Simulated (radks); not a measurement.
Results of a calculation; reference values are marked as such.
Numerical settings for neutral dysprosium, [Xe] 4f10 6s2. Code: a radial shooting solver on a logarithmic mesh with Libxc functionals. Model: Dirac Kohn-Sham, PBE, spin-unpolarised, spherical densities, point nucleus; open shells fill j = l - 1/2 first. The defaults (mesh step 0.008 in ln r, mesh end at 40 bohr or more with all orbitals vanishing there, Anderson mixing 0.5 over 9 steps, residual threshold near 1e-9 with the energy settled to 1e-9 hartree or 1e-11 of itself, here a cap of 81 iterations) give E = -12168.2841 hartree and 4f7/2 at -2.609 eV in 16 iterations. Run on one thread of a shared host, so times are rough (Arm Neoverse N1): 0.25 s of CPU time, 0.25 s wall, 16 iterations on 2728 mesh points. Changes against that run (0 stands for a change within the tolerance of the run):

[
 {"setting": "mesh step in ln r 0.02", "iterations": "16", "converged": "yes", "E (mhartree)": "0", "e(4f7/2) (meV)": "0", "CPU (s)": "0.12"},
 {"setting": "mesh step in ln r 0.003", "iterations": "16", "converged": "yes", "E (mhartree)": "0", "e(4f7/2) (meV)": "0", "CPU (s)": "0.64"},
 {"setting": "mesh step in ln r 0.08", "iterations": "8", "converged": "no", "E (mhartree)": "diverged", "e(4f7/2) (meV)": "-", "CPU (s)": "0.06"},
 {"setting": "mesh end (bohr) 20", "iterations": "16", "converged": "yes", "E (mhartree)": "0", "e(4f7/2) (meV)": "+0.0219", "CPU (s)": "0.24"},
 {"setting": "mesh end (bohr) 2", "iterations": "14", "converged": "level above zero", "E (mhartree)": "+2.08e+04", "e(4f7/2) (meV)": "+6.52e+04", "CPU (s)": "0.16"},
 {"setting": "residual threshold 0.1", "iterations": "10", "converged": "yes", "E (mhartree)": "0", "e(4f7/2) (meV)": "+3.09", "CPU (s)": "0.19"},
 {"setting": "residual threshold 0.01", "iterations": "10", "converged": "yes", "E (mhartree)": "0", "e(4f7/2) (meV)": "+3.09", "CPU (s)": "0.19"},
 {"setting": "mixing 0.2", "iterations": "36", "converged": "yes", "E (mhartree)": "0", "e(4f7/2) (meV)": "0", "CPU (s)": "0.52"},
 {"setting": "linear mixing, mixing 0.8", "iterations": "81", "converged": "no", "E (mhartree)": "+4.94e+04", "e(4f7/2) (meV)": "-2.95e+05", "CPU (s)": "2.8"},
 {"setting": "linear mixing, mixing 1", "iterations": "81", "converged": "no", "E (mhartree)": "+1.98e+05", "e(4f7/2) (meV)": "-1.09e+06", "CPU (s)": "4.2"},
 {"setting": "mixing history 3", "iterations": "19", "converged": "yes", "E (mhartree)": "0", "e(4f7/2) (meV)": "0", "CPU (s)": "0.27"},
 {"setting": "iteration cap 8", "iterations": "8", "converged": "no", "E (mhartree)": "0", "e(4f7/2) (meV)": "-1.95", "CPU (s)": "0.13"}
]

Settled on a wrong energy, with an occupied level pushed above zero by the early mesh end: mesh end (bohr) 2 (+20.8 hartree). Apart from these: no run marked as converged misses the energy by more than 1 mhartree. A mesh that ends early acts as a hard wall.
